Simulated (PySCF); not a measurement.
## Frontier orbitals and the lowest excitations

Compound: GeH₈SSi₂.
Z-matrix (Å and degrees, PBE0-D3(BJ)/def2-SVP geometry), rows numbered from 1:
```
S 
Si  1  2.1563
Si  2  2.3426  1  108.98
Ge  3  2.3844  2  108.31  1    58.49
H   1  1.3516  2   95.26  3   -52.38
H   2  1.4927  1  104.38  3  -120.49
H   2  1.4965  1  111.97  3   122.09
H   3  1.4978  2  111.22  1   178.42
H   3  1.4954  2  109.36  1   -61.03
H   4  1.5412  3  109.83  2   -60.58
H   4  1.5405  3  109.69  2    58.12
H   4  1.5385  3  111.62  2   179.00
```

Level of theory: TDDFT B3LYP/def2-SVPD, vertical, gas phase, core orbitals frozen in the response in PySCF 2.14.0, density-fitted response routines. Relativistic effects, spin–orbit coupling among them, are left out although an element past zinc is present.

Frontier orbitals with the atoms that hold most of them (Löwdin shares over 4%, at most four atoms; ? is withheld):

```json
{"orbital": "LUMO+2", "ε (eV)": "-0.20", "atoms": "Si3 23%, Ge4 21%, Si2 13%, H10 10%"}
{"orbital": "LUMO+1", "ε (eV)": "-0.44", "atoms": "S1 27%, Si3 19%, Si2 18%, Ge4 8%"}
{"orbital": "LUMO", "ε (eV)": "?", "atoms": "?"}
{"orbital": "HOMO", "ε (eV)": "-7.10", "atoms": "S1 62%, Si2 14%, Si3 9%, H5 5%"}
{"orbital": "HOMO-1", "ε (eV)": "-8.04", "atoms": "?"}
{"orbital": "HOMO-2", "ε (eV)": "-8.63", "atoms": "S1 29%, Si3 23%, Si2 15%, Ge4 9%"}
{"orbital": "HOMO-3", "ε (eV)": "-9.27", "atoms": "S1 20%, Si3 16%, H9 12%, Ge4 12%"}
```

Problem. Which atoms hold the HOMO-1, and with what shares?

Solution. Si3 (bonded to Ge, Si and 2 H) 27%; Ge4 (bonded to Si and 3 H) 26%; Si2 (bonded to S, Si and 2 H) 12%; S1 (bonded to Si and H) 10%. By element: silicon 40%, germanium 26%, sulfur 10%.

Problem. Which atoms hold the LUMO, and with what shares?

Solution. Si2 (bonded to S, Si and 2 H) 21%; S1 (bonded to Si and H) 18%; Ge4 (bonded to Si and 3 H) 16%; Si3 (bonded to Ge, Si and 2 H) 15%. By element: silicon 36%, sulfur 18%, germanium 16%.

Problem. What is the LUMO energy, and the HOMO–LUMO gap?

Solution. ε(LUMO) = -0.90 eV; the gap is 6.19 eV (0.2276 hartree).

Problem. How does S1 compare with the orbital gap of 6.19 eV?

Solution. S1 is at 5.28 eV (f = 0.014), 0.92 eV below the gap, made of HOMO→LUMO (96%). 

Problem. One configuration dominates each of S1, S2, S6 and S8. Which, and how do the shares of the two leading atoms of either orbital change from the occupied to the empty one?

Solution. 
- S1 (5.28 eV, f 0.014), HOMO→LUMO (96%): S1 62% → 18%, Si2 14% → 21%
- S2 (5.60 eV, f 0.020), HOMO→LUMO+1 (92%): S1 62% → 27%, Si2 14% → 18%, Si3 9% → 19%
- S6 (6.38 eV, f 0.116), HOMO-1→LUMO (84%): Si3 27% → 15%, Ge4 26% → 16%, Si2 12% → 21%, S1 10% → 18%
- S8 (6.70 eV, f 0.048), HOMO-1→LUMO+1 (79%): Si3 27% → 19%, Ge4 26% → 8%, S1 10% → 27%

Löwdin shares depend on the basis, the more so with diffuse functions.

One conformer stands for the species.
